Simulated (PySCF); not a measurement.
# Electron correlation in Ar⁺ (argon, charge +1)

[Ne] 3s1 3p6, 2S determinant (an excited configuration). All numbers are calculated (PySCF 2.14, the spin-free X2C one-electron Hamiltonian (Gaussian nucleus), in aug-cc-pCVTZ-DK with one added diffuse shell each of s, p, d, f type (9s8p6d4f, 91 functions)). Frozen: [Ne]; 7 electrons correlated.

```tsv
level	correlation energy (mhartree)
CCSD	-360.11
(T)	-36.78
CCSD(T)	-396.89
```

Diagnostics: T1 = 0.014, D1 = 0.0291, largest double amplitude 0.157.

Q: Is a single reference adequate?

A: Not fully. A double-excitation amplitude exceeds 0.15, a sign of near-degeneracy.
